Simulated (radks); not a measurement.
Values are calculated unless marked as measured or tabulated.
Q: The xenon ion Xe2+ is in [Kr] 4d10 5s2 5p4. Level of theory: non-relativistic Kohn-Sham, PBE, spin-polarised, spherical densities, point nucleus (a radial shooting solver on a logarithmic mesh with Libxc functionals). Open shells are filled with parallel spins first. One electron is removed from 4p, 5s, 4d, 5p in turn, with full relaxation. Which removal costs least, and what does each cost?

A: 5p 30.280 eV; 5s 41.625 eV; 4d 92.563 eV; 4p 169.29 eV. The 5p electron leaves first.
